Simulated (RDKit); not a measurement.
Input file for RDKit: UFF on C2H6O3 (a complex), monomers drawn apart or pushed together.

```python
from rdkit import Chem
from rdkit.Chem import AllChem, rdDetermineBonds

blocks = [
'''6

C    -0.18959984   -0.35027155    0.18298513
O     0.48929812   -0.80551941    1.35222821
H    -0.90401098    0.44544238    0.41406080
H    -0.72878482   -1.20179257   -0.22782492
H     0.51964067    0.01102285   -0.56553982
H     0.93739835   -0.05470029    1.77985290
''',
'''5

O     0.75588103    1.17026918    4.91189755
C    -0.05451813    0.53614104    5.54919157
O    -0.71025252   -0.53156372    5.12369018
H    -0.33853254    0.78963221    6.57832582
H    -0.42188651   -0.72285217    4.18747131
''',
]
mol = None
for b in blocks:
    f = Chem.MolFromXYZBlock(b)
    rdDetermineBonds.DetermineBonds(f, charge=0)
    mol = f if mol is None else Chem.CombineMols(mol, f)
Chem.SanitizeMol(mol)
print(Chem.MolToSmiles(Chem.RemoveHs(mol)))
ff = AllChem.UFFGetMoleculeForceField(mol, vdwThresh=100.0, ignoreInterfragInteractions=False)
e = ff.CalcEnergy()
print(f'UFF energy {e:.6f} kcal/mol')
```

It printed:

```
CO.O=CO
UFF energy 14.086493 kcal/mol
```

The run finished.

Cost: about 0.03 core-seconds (a rough figure).
